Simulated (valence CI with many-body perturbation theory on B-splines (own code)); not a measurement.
## Forbidden lines of Cu⁷⁺

Level of theory: relativistic CI+MBPT: four valence electrons over a frozen Dirac-Fock core [Ar], a basis of 9 s, 9 p, 10 d, 8 f, 5 g, 3 h, 1 i functions for each j, with the one-electron correlation potential Σ1 (screened to all orders), the two-electron term Σ2, the three-electron term Σ3, Breit, model QED; selected single and double excitations, second order for the rest, scaled by the run's own slope (own B-spline code, finite nucleus).

No measured spectrum was set against this ion. As an estimate, terms of the open shell hold to 2 to 4 % of their energy, and close levels can change places; different configurations can be misplaced against each other by 1,000 to 8,000 cm⁻¹. Core correlation moves these levels by up to 3500 cm⁻¹, and in measured spectra 5 to 20 % of such shifts remained as error; rates that hang on mixing are uncertain with them. The list stops below the first excitations out of the core. Only levels of the ground parity were solved; by the run's estimate the other parity begins above the list, which can be wrong where configurations are misplaced.

Lines 1 to 50 of 120 in falling wavelength, among levels below 420500 cm⁻¹, chosen from the decays that carry over 1 % of a level's rate. Wavelengths and rates use the calculated energies, so an error of 2000 cm⁻¹ moves a line at 2552 nm by 51 % and its rate by three times that or more. Weak lines are less certain than strong ones. Lines between different terms over intervals too small for the method are left out, as are lines whose strength nearly cancels. Intervals below about 2000 cm⁻¹, as at the head of this list, are uncertain by tens of per cent. Branching is blank where the lifetime is uncertain.

Letters in brackets count levels of one name in rising energy.

```tsv
λ vac (nm)	Upper	Lower	Type	A (s⁻¹)	Branch %
26410	3d⁴ ⁵D_1	3d⁴ ⁵D_0	M1	2.93e-03	100.0
14430	3d⁴ ⁵D_2	3d⁴ ⁵D_1	M1	1.89e-02	100.0
13140	3d⁴ ³H_6	3d⁴ ³H_5	M1	9.52e-03	99.4
12100	3d⁴ ³H_5	3d⁴ ³H_4	M1	1.45e-02	94.3
10680	3d⁴ ⁵D_3	3d⁴ ⁵D_2	M1	3.80e-02	100.0
8924	3d⁴ ⁵D_4	3d⁴ ⁵D_3	M1	3.80e-02	100.0
4315	3d⁴ ³P_1 [a]	3d⁴ ³P_0 [a]	M1	2.21e-01	2.1
2885	3d⁴ ³P_2 [a]	3d⁴ ³P_1 [a]	M1	5.68e-01	8.5
2552	3d⁴ ³F_3 [a]	3d⁴ ³H_4	M1	6.05e-02	1.1
2507	3d⁴ ³G_3	3d⁴ ³F_2 [a]	M1	2.53e-01	14.9
2484	3d⁴ ³G_3	3d⁴ ³F_3 [a]	M1	3.10e-01	18.2
2346	3d⁴ ³F_4 [a]	3d⁴ ³H_4	M1	1.98e-01	2.6
2288	3d⁴ ³G_4	3d⁴ ³F_4 [a]	M1	1.85e-01	15.6
2121	3d⁴ ³G_4	3d⁴ ³F_3 [a]	M1	3.15e-02	2.7
2008	3d⁴ ³G_5	3d⁴ ³F_4 [a]	M1	3.27e-01	27.0
1306	3d⁴ ³G_5	3d⁴ ³H_6	M1	4.09e-01	33.8
1281	3d⁴ ³G_4	3d⁴ ³H_5	M1	2.71e-02	2.3
1259	3d⁴ ³G_3	3d⁴ ³H_4	M1	2.81e-01	16.5
1188	3d⁴ ³G_5	3d⁴ ³H_5	M1	4.49e-01	37.1
1158	3d⁴ ³G_4	3d⁴ ³H_4	M1	1.55e-01	13.1
1114	3d⁴ ¹G_4 [a]	3d⁴ ³G_5	M1	3.14e-01	3.8
1043	3d⁴ ¹G_4 [a]	3d⁴ ³G_4	M1	1.26e-01	1.5
973.3	3d⁴ ¹G_4 [a]	3d⁴ ³G_3	M1	7.06e-01	8.6
793.2	3d⁴ ³D_3	3d⁴ ³P_2 [a]	M1	4.13e-01	7.6
774.7	3d⁴ ¹D_2 [a]	3d⁴ ³D_1	M1	8.03e-01	7.8
773.3	3d⁴ ³D_2	3d⁴ ³P_2 [a]	M1	3.80e-01	7.7
748.2	3d⁴ ¹D_2 [a]	3d⁴ ³D_2	M1	1.92e-01	1.9
746.9	3d⁴ ³D_1	3d⁴ ³P_2 [a]	M1	3.46e-01	5.7
730.5	3d⁴ ¹D_2 [a]	3d⁴ ³D_3	M1	9.77e-01	9.5
728.8	3d⁴ ³F_4 [b]	3d⁴ ¹F_3	M1	7.87e-01	
716.6	3d⁴ ¹G_4 [a]	3d⁴ ³F_4 [a]	M1	2.89e+00	35.3
715.5	3d⁴ ³F_2 [b]	3d⁴ ¹F_3	M1	1.50e+00	7.8
705.3	3d⁴ ³D_2	3d⁴ ³F_2 [a]	M1	1.90e-01	3.8
699.3	3d⁴ ¹G_4 [a]	3d⁴ ³F_3 [a]	M1	8.00e-01	9.8
683.3	3d⁴ ³D_1	3d⁴ ³F_2 [a]	M1	1.30e-01	2.1
626.9	3d⁴ ¹I_6	3d⁴ ³H_6	M1	1.27e+00	55.4
598.4	3d⁴ ¹I_6	3d⁴ ³H_5	M1	1.02e+00	44.4
593.3	3d⁴ ³D_1	3d⁴ ³P_1 [a]	M1	1.15e+00	18.8
575.0	3d⁴ ¹G_4 [a]	3d⁴ ³H_5	M1	1.94e+00	23.8
548.9	3d⁴ ¹G_4 [a]	3d⁴ ³H_4	M1	1.30e+00	15.9
521.6	3d⁴ ³D_1	3d⁴ ³P_0 [a]	M1	5.83e-01	9.5
472.5	3d⁴ ³P_2 [b]	3d⁴ ¹D_2 [a]	M1	1.38e+00	11.3
462.5	3d⁴ ¹F_3	3d⁴ ³D_2	M1	6.28e-01	
459.1	3d⁴ ¹S_0 [a]	3d⁴ ³P_1 [a]	M1	1.26e+01	100.0
455.6	3d⁴ ¹F_3	3d⁴ ³D_3	M1	1.51e+00	
424.5	3d⁴ ¹D_2 [a]	3d⁴ ³G_3	M1	3.59e-01	3.5
380.3	3d⁴ ¹D_2 [a]	3d⁴ ³P_2 [a]	M1	1.83e+00	17.8
363.1	3d⁴ ¹D_2 [a]	3d⁴ ³F_2 [a]	M1	1.79e+00	17.4
362.6	3d⁴ ¹D_2 [a]	3d⁴ ³F_3 [a]	M1	3.60e+00	35.1
336.0	3d⁴ ¹D_2 [a]	3d⁴ ³P_1 [a]	M1	6.38e-01	6.2
```
